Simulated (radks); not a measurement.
Results of a calculation; reference values are marked as such.
Species: the terbium ion Tb54+. Configuration: [Ne] 3s1. Code: a radial shooting solver on a logarithmic mesh with Libxc functionals. Model: scalar-relativistic Kohn-Sham, PBEsol, spin-polarised, spherical densities, finite nucleus; open shells are filled with parallel spins first (spin-orbit coupling, left out, can overturn this in heavy ions); Fermi nuclear charge, rms radius 5.06 fm.

Unscreened Slater integrals over Kohn-Sham orbitals (eV). They are taken over the spin-up orbitals.

integral,value
"F0(3s,3s)",113.56
"F0(3s,2p)",148.41
"G1(3s,2p)",15.810
"F0(3s,2s)",145.35
"G0(3s,2s)",12.694
"F0(3s,1s)",171.55
"G0(3s,1s)",9.2957
"F0(2p,2p)",312.43
"F2(2p,2p)",148.33
"F0(2p,2s)",288.38
"G1(2p,2s)",164.15
"F0(2p,1s)",424.85
"G1(2p,1s)",81.699
"F0(2s,2s)",273.28
"F0(2s,1s)",386.15
"G0(2s,1s)",39.325
"F0(1s,1s)",1199.1
